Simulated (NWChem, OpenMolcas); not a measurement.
## SnHClOF2 (SMILES [OH][Sn]([F])([F])[Cl]): the dipole moment, rung by rung

SnHClOF2 has 6 atoms, charge 0, and is taken as a singlet. SMILES: `[OH][Sn]([F])([F])[Cl]`. The coordinates come from a PBE0-D4/def2-TZVP relaxation. This is one conformer, not always the lowest.

```xyz
6

O    -0.4640    0.2839    1.4763
Sn    0.2524   -0.1757   -0.2475
F     1.9825   -0.8565    0.0567
F    -0.7433   -1.5871   -1.0197
Cl    0.3294    1.5406   -1.7444
H    -1.3150    0.7306    1.4325
```

Quantity: the dipole moment, in D. The values are calculated.

```tsv
level	kind	program	value (D)	CPU time
SVWN5/def2-SVP (core potential)	LDA	OpenMolcas	2.70	30 s
BLYP/def2-SVP (core potential)	GGA	OpenMolcas	2.58	44 s
PBE/def2-SVP (core potential)	GGA	NWChem	2.57	21 s
revPBE/def2-SVP (core potential)	GGA	OpenMolcas	2.53	39 s
TPSS/def2-SVP (core potential)	meta-GGA	OpenMolcas	2.55	49 s
r2SCAN/def2-SVP (core potential)	meta-GGA	OpenMolcas	2.66	46 s
BHLYP/def2-SVP (core potential)	global hybrid	OpenMolcas	2.88	41 s
M06-2X/def2-SVP (core potential)	hybrid meta-GGA	OpenMolcas	2.79	58 s
```

The values span 2.53 to 2.88 D. Magnitudes only. Times are those of the runs behind each value, whatever else they computed, on shared processors of several kinds: orders of magnitude only.
